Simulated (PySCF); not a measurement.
C2H5NO2Si, SMILES O=C/N=C/O[SiH3].

Geometry optimised at PBE-D3(BJ)/def2-SVP. The structure was generated by enumeration; whether it is a known compound was not checked. Other conformers were not sampled.

The numbers are results of PBE-D3(BJ)/def2-SVP (PySCF 2.14.0), not measurements.

Frequencies are harmonic and unscaled.

```tsv
mode	ν (cm⁻¹)	IR (km/mol)	moving atoms (share of kinetic energy)
1	61	3.7	O 46 %, N 17 %, C 15 %, H 13 %, Si 9 %
2	109	6.1	Si 37 %, C 19 %, O 18 %, H 13 %, N 12 %
3	174	6.0	H 32 %, O 32 %, N 23 %
4	225	2.1	H 68 %, O 14 %, N 8 %
5	283	20.8	N 35 %, H 34 %, C 16 %, O 10 %
6	304	5.4	H 34 %, O 30 %, C 28 %
7	559	0.8	H 30 %, O 30 %, C 24 %, N 10 %
8	670	45.9	H 79 %, O 10 %, Si 9 %
9	678	67.9	O 51 %, Si 33 %, H 10 %
10	689	35.9	H 55 %, O 17 %, N 12 %, C 9 %
11	797	164.2	C 38 %, O 31 %, N 16 %, H 14 %
12	895	41.2	H 97 %
13	901	285.6	H 89 %
14	924	60.8	H 96 %
15	982	23.3	H 60 %, C 34 %
16	1007	1.8	H 53 %, C 39 %
17	1093	186.0	C 45 %, N 38 %, H 11 %
18	1268	104.2	H 67 %, O 23 %, C 9 %
19	1341	32.3	C 39 %, H 28 %, O 18 %, N 16 %
20	1362	25.1	H 79 %, C 9 %
21	1634	688.3	C 56 %, N 37 %
22	1746	154.4	C 59 %, O 36 %
23	2201	39.0	H 99 %
24	2217	100.2	H 96 %
25	2223	86.3	H 95 %
26	2894	105.8	H 92 %
27	3039	13.7	H 92 %, C 8 %
```
